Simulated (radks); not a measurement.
Results of a calculation; reference values are marked as such.
Question: The mean radii <r> (bohr) of the occupied orbitals of an atom or ion are listed with their occupations. Code: a radial shooting solver on a logarithmic mesh with Libxc functionals. Model: Dirac Kohn-Sham, PBE, spin-unpolarised, spherical densities, point nucleus.

orbital  occ.      <r>
1s1/2       2  0.01578
2s1/2       2  0.06541
2p1/2       2  0.05358
2p3/2       4  0.06248
3p1/2       2   0.1539
3p3/2       4   0.1681
3d3/2       4   0.1445
3d5/2       2   0.1488
4s1/2       2   0.3160

Name the element and its charge. Open shells, if any, fill j = l - 1/2 first.

Answer: Z = 83, bismuth, charge +59: Bi59+ in [Ne] 3p6 3d6 4s2. The 1s radius gives Z: for a bare nucleus <r> = (2 gamma + 1)/(2Z) with gamma = sqrt(1 - (Z/c)^2), 0.01561 bohr for Z = 83, and screening makes it slightly larger (0.01578 here). The occupations add up to 24, and the charge is Z minus that.
